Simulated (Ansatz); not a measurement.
Steps of a relaxation of BrH$_{3}$O$_{3}$Sn, SMILES `[OH][Sn]([OH])([OH])[Br]` with RKS PBE-D4/def2-SVP.

```sh
$ ansatz run in.yaml --threads 4 --pin off --events-out ev --progress --plain --max-ram 10444MiB
```

```yaml
crystal:
  periodic: [false, false, false]
  atoms:
    - {symbol: O, position_ang: [-0.673700, 1.127800, 1.219300]}
    - {symbol: Sn, position_ang: [0.095100, 0.211600, -0.320300]}
    - {symbol: O, position_ang: [1.954600, -0.205800, 0.090500]}
    - {symbol: O, position_ang: [-0.819600, -1.456400, -0.656500]}
    - {symbol: Br, position_ang: [0.003900, 1.661900, -2.391100]}
    - {symbol: H, position_ang: [-1.653500, 1.361600, 0.917400]}
    - {symbol: H, position_ang: [1.963100, -0.802700, 0.896200]}
    - {symbol: H, position_ang: [-0.777700, -1.955000, 0.188700]}
basis:
  gaussian: {orbitals: def2-SVP}
hamiltonian: {xc: pbe, dispersion: d4}
relax: {f_tol: 0.03, max_steps: 200}
```

Positions (Å) and forces (eV/Å) along the path, 13 of 13 steps:

```xyz
8
step=1 energy=-82039.3704 eV
O    -0.674    1.128    1.219   -3.078    1.122    0.054
Sn    0.095    0.212   -0.320    0.539    1.302   -1.364
O     1.955   -0.206    0.090    1.021   -0.754    1.122
O    -0.820   -1.456   -0.656   -0.860   -1.422   -0.085
Br    0.004    1.662   -2.391    0.006   -0.334    0.391
H    -1.653    1.362    0.917    2.420   -0.463    0.965
H     1.963   -0.803    0.896    0.093    0.655   -0.858
H    -0.778   -1.955    0.189   -0.141   -0.107   -0.225
8
step=2 energy=-82039.6393 eV
O    -0.710    1.134    1.246   -1.032    0.345   -0.233
Sn    0.111    0.194   -0.321   -0.017   -0.137    0.261
O     2.028   -0.157    0.103    0.021   -0.212    0.376
O    -0.894   -1.489   -0.725   -0.040   -0.193    0.182
Br    0.011    1.557   -2.363    0.004    0.167   -0.289
H    -1.631    1.450    0.990    1.108   -0.387    0.270
H     2.085   -0.695    0.931   -0.033    0.268   -0.355
H    -0.908   -2.050    0.083   -0.011    0.149   -0.212
8
step=3 energy=-82039.6681 eV
O    -0.686    1.099    1.268   -0.214    0.028   -0.137
Sn    0.108    0.178   -0.330   -0.003   -0.101    0.082
O     2.032   -0.149    0.101   -0.052   -0.156    0.260
O    -0.915   -1.499   -0.753    0.035   -0.011    0.151
Br    0.027    1.539   -2.404   -0.003    0.005   -0.009
H    -1.585    1.420    1.027    0.253   -0.080    0.077
H     2.096   -0.599    0.976   -0.036    0.187   -0.278
H    -0.984   -2.046    0.061    0.020    0.129   -0.145
8
step=4 energy=-82039.6750 eV
O    -0.665    1.053    1.275   -0.012   -0.024   -0.029
Sn    0.109    0.152   -0.340   -0.022    0.017   -0.014
O     2.030   -0.181    0.084    0.035   -0.245    0.598
O    -0.925   -1.507   -0.779    0.007   -0.013    0.055
Br    0.023    1.531   -2.404   -0.005   -0.006    0.011
H    -1.544    1.418    1.041    0.026   -0.002    0.016
H     2.096   -0.488    1.026   -0.037    0.239   -0.582
H    -1.032   -2.034    0.041    0.007    0.034   -0.054
8
step=5 energy=-82039.6996 eV
O    -0.637    1.023    1.298   -0.190    0.123   -0.061
Sn    0.058    0.124   -0.350    0.163   -0.148    0.059
O     1.956   -0.317    0.101   -0.081   -0.055    0.247
O    -0.984   -1.523   -0.812    0.002   -0.088    0.195
Br    0.002    1.531   -2.394   -0.039    0.037   -0.028
H    -1.430    1.558    1.075    0.163   -0.119    0.050
H     2.045   -0.303    1.082   -0.014    0.074   -0.251
H    -0.918   -2.150   -0.056   -0.003    0.176   -0.210
8
step=6 energy=-82039.7348 eV
O    -0.616    1.056    1.299    0.149   -0.111   -0.023
Sn    0.058    0.093   -0.325   -0.061    0.054   -0.039
O     1.900   -0.486    0.162    0.092    0.008    0.272
O    -1.051   -1.494   -0.809    0.010   -0.002    0.035
Br    0.004    1.535   -2.357   -0.007    0.010    0.012
H    -1.429    1.537    1.058   -0.134    0.099   -0.004
H     2.111   -0.118    1.049   -0.038   -0.031   -0.222
H    -0.885   -2.182   -0.132   -0.012   -0.027   -0.030
8
step=7 energy=-82039.7380 eV
O    -0.622    1.057    1.298    0.219   -0.156    0.024
Sn    0.052    0.087   -0.320   -0.056    0.033   -0.031
O     1.889   -0.501    0.172    0.024   -0.088    0.034
O    -1.059   -1.500   -0.802   -0.020    0.134   -0.099
Br    0.004    1.541   -2.342   -0.010    0.019   -0.015
H    -1.418    1.559    1.049   -0.210    0.150   -0.031
H     2.114   -0.101    1.036    0.026    0.062    0.019
H    -0.868   -2.199   -0.148    0.026   -0.154    0.098
8
step=8 energy=-82039.7516 eV
O    -0.646    1.051    1.306   -0.004    0.006   -0.003
Sn    0.028    0.067   -0.300    0.010   -0.002   -0.015
O     1.830   -0.590    0.244   -0.024   -0.021    0.004
O    -1.075   -1.516   -0.798    0.001   -0.004   -0.007
Br    0.007    1.557   -2.303   -0.004    0.011   -0.007
H    -1.383    1.634    1.035   -0.009    0.016    0.017
H     2.151   -0.011    0.965    0.036    0.020    0.013
H    -0.819   -2.251   -0.204   -0.006   -0.026   -0.002
8
step=9 energy=-82039.5331 eV rejected
O    -0.687    1.042    1.320   -0.575    0.613   -0.243
Sn    0.000    0.039   -0.267    0.029   -0.061    0.016
O     1.749   -0.714    0.359    1.435    2.792    1.431
O    -1.095   -1.534   -0.804    0.162   -0.531    0.322
Br    0.014    1.571   -2.249    0.029   -0.012    0.031
H    -1.345    1.728    1.018    0.547   -0.588    0.239
H     2.228    0.124    0.847   -1.411   -2.700   -1.470
H    -0.772   -2.314   -0.280   -0.215    0.487   -0.325
8
step=10 energy=-82039.7536 eV
O    -0.675    1.058    1.307   -0.008    0.008    0.011
Sn    0.017    0.063   -0.284    0.007    0.013   -0.002
O     1.803   -0.623    0.275    0.000   -0.010    0.003
O    -1.073   -1.525   -0.796    0.004    0.003    0.004
Br    0.010    1.567   -2.280    0.004   -0.002    0.002
H    -1.386    1.669    1.025    0.011   -0.010   -0.004
H     2.195    0.002    0.919   -0.013    0.010   -0.012
H    -0.799   -2.269   -0.221   -0.005   -0.013   -0.003
8
step=11 energy=-82039.7528 eV rejected
O    -0.694    1.060    1.311   -0.019    0.018    0.003
Sn    0.009    0.061   -0.273   -0.004    0.006   -0.005
O     1.784   -0.644    0.298    0.149    0.183    0.167
O    -1.074   -1.529   -0.794    0.008   -0.007    0.021
Br    0.021    1.570   -2.266    0.004   -0.005    0.011
H    -1.387    1.688    1.021    0.021   -0.025   -0.005
H     2.223    0.018    0.882   -0.151   -0.186   -0.177
H    -0.789   -2.280   -0.234   -0.009    0.015   -0.014
8
step=12 energy=-82039.7538 eV
O    -0.680    1.058    1.310   -0.005    0.003    0.002
Sn    0.013    0.061   -0.280    0.001   -0.001   -0.004
O     1.797   -0.628    0.282    0.028    0.022    0.036
O    -1.076   -1.527   -0.793    0.005    0.000    0.008
Br    0.020    1.568   -2.274   -0.003   -0.002    0.003
H    -1.384    1.675    1.024    0.002   -0.003   -0.002
H     2.200    0.013    0.904   -0.025   -0.027   -0.036
H    -0.797   -2.276   -0.228   -0.003    0.007   -0.007
8
step=13 energy=-82039.7540 eV
O    -0.684    1.058    1.310   -0.001    0.001    0.002
Sn    0.014    0.059   -0.276   -0.004    0.003   -0.005
O     1.795   -0.633    0.289    0.001   -0.002    0.001
O    -1.078   -1.526   -0.792    0.002    0.001    0.001
Br    0.023    1.568   -2.269    0.001   -0.002    0.003
H    -1.386    1.675    1.020    0.000   -0.001   -0.001
H     2.208    0.019    0.892    0.002    0.000   -0.001
H    -0.799   -2.277   -0.230   -0.001   -0.001    0.000
```

It took 59 s on 4 threads of an AMD EPYC on a shared host, with 0.18 GiB of host memory at the peak.
